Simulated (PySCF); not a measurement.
A calculated (LDA, PySCF 2.14, def2-TZVPPD, no relativity, point nucleus) atom or ion has these occupied shells.

```json
{"shell": "1s α", "electrons": "1", "orbital energy (eV)": "-5826.4", "rms radius, mean of both spins (bohr)": "0.0744"}
{"shell": "1s β", "electrons": "1", "orbital energy (eV)": "-5826.4", "rms radius, mean of both spins (bohr)": "0.0744"}
{"shell": "2s α", "electrons": "1", "orbital energy (eV)": "-663.23", "rms radius, mean of both spins (bohr)": "0.322"}
{"shell": "2s β", "electrons": "1", "orbital energy (eV)": "-661.49", "rms radius, mean of both spins (bohr)": "0.322"}
{"shell": "2p α", "electrons": "3", "orbital energy (eV)": "-565.55", "rms radius, mean of both spins (bohr)": "0.290"}
{"shell": "2p β", "electrons": "3", "orbital energy (eV)": "-564.20", "rms radius, mean of both spins (bohr)": "0.290"}
{"shell": "3s α", "electrons": "1", "orbital energy (eV)": "-80.267", "rms radius, mean of both spins (bohr)": "0.983"}
{"shell": "3s β", "electrons": "1", "orbital energy (eV)": "-75.919", "rms radius, mean of both spins (bohr)": "0.983"}
{"shell": "3p α", "electrons": "3", "orbital energy (eV)": "-53.202", "rms radius, mean of both spins (bohr)": "1.06"}
{"shell": "3p β", "electrons": "3", "orbital energy (eV)": "-48.927", "rms radius, mean of both spins (bohr)": "1.06"}
{"shell": "3d α", "electrons": "5", "orbital energy (eV)": "-11.189", "rms radius, mean of both spins (bohr)": "1.60"}
```

Q: Name the element and its charge.

A: Cr⁺ (chromium, charge +1), in [Ar] 3d5, high-spin 6S determinant.
